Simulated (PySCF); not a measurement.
Scan of AlF₂, doublet: symmetric bend, bond length relaxed. Scanned: F-Al-F angle. Other coordinates (Al-F bond length) were minimised at B3LYP/def2-TZVP. Each profile is relative to its own lowest point.

```csv
a / °,A,B,C
180,103.55,64.34,74.18
170,93.23,60.39,68.11
160,70.23,48.84,52.41
150,45.18,32.88,33.61
140,23.50,17.34,16.81
130,7.77,5.57,4.96
120,0.00,0.00,0.00
110,2.67,3.90,4.01
100,18.90,19.77,20.22
90,54.00,51.86,53.31
80,118.34,109.48,111.83
```

Energies in kJ/mol.

Task: Which curve belongs to which method? The methods are PySCF 2.14.0 with MP2 on UHF/cc-pVTZ, 7 core orbitals frozen; UHF/cc-pVTZ (PySCF); PySCF with unrestricted M06-2X/6-31G*, spherical d.

Result: A is UHF; B is UKS-M06-2X/6-31G*; C is MP2.
